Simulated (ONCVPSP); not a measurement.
**Pseudopotential generation for Zr (Z = 40): ONCV, PBE, fully relativistic.**

ONCVPSP 4.0.1 input, shortened (lines: element, Z, core and valence counts, functional; n l f; lmax; l rc ep ncon nbas qcut; lloc lpopt rc5 dvloc0; l nproj debl; icmod fcfact rcfact), PBE, fully relativistic:

```
  Zr 40.00    6    4        4      upf
    1    0    2.00
    2    0    2.00
    2    1    6.00
    3    0    2.00
    3    1    6.00
    3    2   10.00
    4    0    2.00
    4    1    6.00
    4    2    2.00
    5    0    2.00
    2
    0    1.75    0.00    4    8    7.90
    1    1.50    0.00    5    8    6.40
    2    2.95    0.00    4    9    4.30
    4    5    1.05    2.00
    0    2    2.20
    1    2    3.10
    2    2    3.50
    3    2.50    1.75
```

Open shells are filled in proportion to 2j + 1.

All-electron outer shells of the reference configuration (PBE, scalar-relativistic, ld1.x):

| shell | level (eV) | outermost node (bohr) | outermost maximum (bohr) |
| --- | --- | --- | --- |
| 3d | -174.71 | – | 0.35 |
| 4s | -54.50 | 0.55 | 1.08 |
| 4p | -32.46 | 0.56 | 1.17 |
| 5s | -4.44 | 1.47 | 3.15 |
| 4d | -3.60 | 0.58 | 1.59 |

Calculated quality:

```json
{"Cutoffs needed": "36 Ha and 78 Ha (the cutoffs (Ha) at which the residual kinetic energy of the hardest occupied pseudo-wave falls to 1 and 0.1 mHa per electron)", "Ghost test": "no bound ghost flagged; GHOST(+) flagged for s at 158.0 eV, d5/2 at 274.5 eV", "Largest excitation error": "+50 meV (all-electron minus pseudo) for 4s2 4p6 4d3 5s0, out of 4 test configurations", "rms error of d²Exc/dni dnj": "5.96 mHa without and 2.48 mHa with the model core"}
```

Generation and tests took about 6.1 s on one core of a shared server CPU.
